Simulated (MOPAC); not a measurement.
Job for MOPAC: PM3 on C3H8O (SMILES CCCO).

```
PM3 1SCF PRECISE CHARGE=0 THREADS=1
C3H8O

C     -1.37509721 1     0.26010717 1    -0.36911112 1
C     -0.37308221 1    -0.41126551 1     0.56585920 1
C      1.05232431 1     0.06520304 1     0.35903781 1
O      1.46528074 1    -0.30125853 1    -0.95730533 1
H     -1.11544163 1     0.07473220 1    -1.41112564 1
H     -2.38537115 1    -0.11501892 1    -0.19712241 1
H     -1.38980740 1     1.34212738 1    -0.21430946 1
H     -0.39730868 1    -1.49561189 1     0.42553563 1
H     -0.64463035 1    -0.22135714 1     1.60869685 1
H      1.10146014 1     1.15496068 1     0.48722886 1
H      1.71036270 1    -0.39239563 1     1.10797270 1
H      2.35131073 1     0.03977716 1    -1.11206963 1
```

Program output:

```
*******************************************************************************
 **                                                                           **
 **                              MOPAC v23.2.5                                **
 **                                                                           **
 *******************************************************************************
 ** MOPAC's Digital Object Identifier: https://doi.org/10.5281/zenodo.6511958 **
 **                                                                           **
 ** Please cite the open-source release paper for use of this MOPAC version:  **
 ** J. E. Moussa and J. J. P. Stewart (2026)                                  **
 ** MOPAC: An open-source semiempirical molecular orbital program             **
 ** J. Open Source Softw., 11(119), 8025, https://doi.org/10.21105/joss.08025 **
 *******************************************************************************

                              PM3 CALCULATION RESULTS

 *******************************************************************************
 *  PM3        - The PM3 Hamiltonian to be used
 *
 *
 *
 *                 CHARGE ON SYSTEM = 0
 *
 *
 *
 *  PRECISE    - TIGHTER CRITERIA TO BE USED
 *  1SCF       - DO 1 SCF AND THEN STOP
 *  THREADS=1  - MULTI-THREADING NOT USED
 *  T=         - A TIME OF 172800.0 SECONDS REQUESTED
 *  DUMP=N     - RESTART FILE WRITTEN EVERY 7200.0 SECONDS REQUESTED
 *******************************************************************************
PM3 1SCF PRECISE CHARGE=0 THREADS=1
 C3H8O

   ATOM   CHEMICAL          X               Y               Z
  NUMBER   SYMBOL      (ANGSTROMS)     (ANGSTROMS)     (ANGSTROMS)

     1       C         -1.37509721  *   0.26010717  *  -0.36911112  *
     2       C         -0.37308221  *  -0.41126551  *   0.56585920  *
     3       C          1.05232431  *   0.06520304  *   0.35903781  *
     4       O          1.46528074  *  -0.30125853  *  -0.95730533  *
     5       H         -1.11544163  *   0.07473220  *  -1.41112564  *
     6       H         -2.38537115  *  -0.11501892  *  -0.19712241  *
     7       H         -1.38980740  *   1.34212738  *  -0.21430946  *
     8       H         -0.39730868  *  -1.49561189  *   0.42553563  *
     9       H         -0.64463035  *  -0.22135714  *   1.60869685  *
    10       H          1.10146014  *   1.15496068  *   0.48722886  *
    11       H          1.71036270  *  -0.39239563  *   1.10797270  *
    12       H          2.35131073  *   0.03977716  *  -1.11206963  *



          CARTESIAN COORDINATES

    NO.       ATOM           X           Y           Z

     1         C         -1.3751      0.2601     -0.3691
     2         C         -0.3731     -0.4113      0.5659
     3         C          1.0523      0.0652      0.3590
     4         O          1.4653     -0.3013     -0.9573
     5         H         -1.1154      0.0747     -1.4111
     6         H         -2.3854     -0.1150     -0.1971
     7         H         -1.3898      1.3421     -0.2143
     8         H         -0.3973     -1.4956      0.4255
     9         H         -0.6446     -0.2214      1.6087
    10         H          1.1015      1.1550      0.4872
    11         H          1.7104     -0.3924      1.1080
    12         H          2.3513      0.0398     -1.1121

  H: (PM3): J. J. P. STEWART, J. COMP. CHEM. 10, 209 (1989).
  C: (PM3): J. J. P. STEWART, J. COMP. CHEM. 10, 209 (1989).
  O: (PM3): J. J. P. STEWART, J. COMP. CHEM. 10, 209 (1989).

           Empirical Formula: C3 H8 O  =    12 atoms



      MOLECULAR POINT GROUP   :   C1


      RHF CALCULATION, NO. OF DOUBLY OCCUPIED LEVELS = 13


 -------------------------------------------------------------------------------
 PM3 1SCF PRECISE CHARGE=0 THREADS=1
 C3H8O



     1SCF WAS SPECIFIED, SO BFGS WAS NOT USED
     SCF FIELD WAS ACHIEVED


                              PM3 CALCULATION
                                                       MOPAC v23.2.5 Linux




          FINAL HEAT OF FORMATION =        -60.48421 KCAL/MOL =    -253.06594 KJ/MOL


          COSMO AREA              =        105.70 SQUARE ANGSTROMS
          COSMO VOLUME            =         89.83 CUBIC ANGSTROMS

          IONIZATION POTENTIAL    =         10.969169 EV
          HOMO LUMO ENERGIES (EV) =        -10.969  3.246
          NO. OF FILLED LEVELS    =         13
          MOLECULAR WEIGHT        =         60.0956         POINT GROUP:  C1

          MOLECULAR DIMENSIONS (Angstroms)

            Atom       Atom       Distance
            H    12    H     6     4.82672
            H     9    H     5     3.06827
            H     7    H     8     2.77280


          SCF CALCULATIONS        =          1





   ATOM   CHEMICAL          X               Y               Z
  NUMBER   SYMBOL      (ANGSTROMS)     (ANGSTROMS)     (ANGSTROMS)

     1       C         -1.37509721  *   0.26010717  *  -0.36911112  *
     2       C         -0.37308221  *  -0.41126551  *   0.56585920  *
     3       C          1.05232431  *   0.06520304  *   0.35903781  *
     4       O          1.46528074  *  -0.30125853  *  -0.95730533  *
     5       H         -1.11544163  *   0.07473220  *  -1.41112564  *
     6       H         -2.38537115  *  -0.11501892  *  -0.19712241  *
     7       H         -1.38980740  *   1.34212738  *  -0.21430946  *
     8       H         -0.39730868  *  -1.49561189  *   0.42553563  *
     9       H         -0.64463035  *  -0.22135714  *   1.60869685  *
    10       H          1.10146014  *   1.15496068  *   0.48722886  *
    11       H          1.71036270  *  -0.39239563  *   1.10797270  *
    12       H          2.35131073  *   0.03977716  *  -1.11206963  *

                             CARTESIAN COORDINATES

   1    C       -1.375097210     0.260107170    -0.369111120
   2    C       -0.373082210    -0.411265510     0.565859200
   3    C        1.052324310     0.065203040     0.359037810
   4    O        1.465280740    -0.301258530    -0.957305330
   5    H       -1.115441630     0.074732200    -1.411125640
   6    H       -2.385371150    -0.115018920    -0.197122410
   7    H       -1.389807400     1.342127380    -0.214309460
   8    H       -0.397308680    -1.495611890     0.425535630
   9    H       -0.644630350    -0.221357140     1.608696850
  10    H        1.101460140     1.154960680     0.487228860
  11    H        1.710362700    -0.392395630     1.107972700
  12    H        2.351310730     0.039777160    -1.112069630


           Empirical Formula: C3 H8 O  =    12 atoms



      MOLECULAR POINT GROUP   :   C1


                  EIGENVALUES
 -38.85760 -33.58693 -26.09751 -20.85293 -18.09205 -16.20970 -15.16170 -14.72483
 -13.67238 -12.94425 -12.17214 -11.77712 -10.96917   3.24602   3.68560   3.79659
   4.01822   4.19543   4.29850   4.50215   4.93737   5.01135   5.06960   5.65820


              NET ATOMIC CHARGES AND DIPOLE CONTRIBUTIONS

  ATOM NO.   TYPE          CHARGE      No. of ELECS.   s-Pop       p-Pop
    1          C          -0.104024        4.1040     1.13615     2.96787
    2          C          -0.108505        4.1085     1.15729     2.95122
    3          C           0.074740        3.9253     1.15004     2.77522
    4          O          -0.316838        6.3168     1.81349     4.50334
    5          H           0.051981        0.9480     0.94802
    6          H           0.035966        0.9640     0.96403
    7          H           0.033546        0.9665     0.96645
    8          H           0.057673        0.9423     0.94233
    9          H           0.048118        0.9519     0.95188
   10          H           0.021439        0.9786     0.97856
   11          H           0.021466        0.9785     0.97853
   12          H           0.184438        0.8156     0.81556
 DIPOLE           X         Y         Z       TOTAL
 POINT-CHG.     0.229     0.430     0.723     0.872
 HYBRID         0.525     0.316     0.216     0.650
 SUM            0.754     0.746     0.939     1.416


          ATOMIC ORBITAL ELECTRON POPULATIONS

     Atom    s        px        py        pz
    1  C   1.13615   0.97533   0.99247   1.00007
    2  C   1.15729   0.94915   1.01133   0.99074
    3  C   1.15004   0.94968   0.96736   0.85818
    4  O   1.81349   1.37547   1.81065   1.31723
    5  H   0.94802
    6  H   0.96403
    7  H   0.96645
    8  H   0.94233
    9  H   0.95188
   10  H   0.97856
   11  H   0.97853
   12  H   0.81556

 **********************
 *                    *
 * JOB ENDED NORMALLY *
 *                    *
 **********************




 == MOPAC DONE ==
```

The run finished.

Cost: around 0.020 core-seconds (rough).
